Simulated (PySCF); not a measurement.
# Hartree-Fock beside MP2: AlBClH3N

Calculated results; nothing here was measured. The program is PySCF 2.14.0, an open-source quantum chemistry code, run on an isolated molecule that a program drew, which may never have been made. The molecule is AlBClH3N (charge 0, doublet), drawn as the SMILES string `N[B][AlH][Cl]`.

The geometry was optimised and harmonic frequencies were computed with HF and MP2, all in the cc-pV(D+d)Z basis, for the commonest isotopes, with a restricted reference for singlets and an unrestricted one otherwise, and a frozen core in MP2. Each result is a local minimum of its method.

Geometry at the HF minimum:
```xyz
7
AlBClH3N, angstrom
N     0.1743   -3.3437    1.0364
B     0.0425   -1.9841    1.0060
Al   -0.1467    0.0280    0.9696
Cl   -1.1420    0.9157   -0.6948
H     0.9546   -3.8284    0.6366
H    -0.5086   -3.9523    1.4450
H     0.3904    0.9908    2.0869
```

Lengths of the bonds as drawn, in Å (atoms numbered as above):
| bond | HF | MP2 |
|---|---|---|
| N1-B2 | 1.366 | 1.374 |
| B2-Al3 | 2.021 | 2.025 |
| Al3-Cl4 | 2.133 | 2.127 |
| N1-H5 | 1.002 | 1.018 |
| N1-H6 | 1.002 | 1.018 |
| Al3-H7 | 1.570 | 1.572 |

Rotational constants, in GHz:
| constant | HF | MP2 |
|---|---|---|
| A | 12.97 | 12.93 |
| B | 1.701 | 1.698 |
| C | 1.516 | 1.514 |

Harmonic frequencies in cm^-1, each column in rising order, so a row needn't be the same motion in every method:
| rank | HF | MP2 |
|---|---|---|
| 1 | 103 | 96 |
| 2 | 110 | 135 |
| 3 | 327 | 319 |
| 4 | 347 | 326 |
| 5 | 464 | 442 |
| 6 | 474 | 467 |
| 7 | 557 | 554 |
| 8 | 589 | 571 |
| 9 | 697 | 670 |
| 10 | 974 | 897 |
| 11 | 1507 | ? |
| 12 | 1730 | 1607 |
| 13 | 2027 | 1996 |
| 14 | 3768 | 3571 |
| 15 | 3862 | 3672 |

**Estimate the missing MP2 frequency from the HF column.**

A single factor s that minimises the squared misfit of MP2 against s times HF over the other rows is sum(HF x MP2) / sum(HF^2) = 0.9518, with an rms misfit of 26 cm^-1. For rank 11 it gives 0.9518 x 1507 = 1434 cm^-1. The calculation gives 1463 cm^-1, 29 cm^-1 above the estimate. The drawn bonds are on average 0.6 % longer in MP2 than in HF.
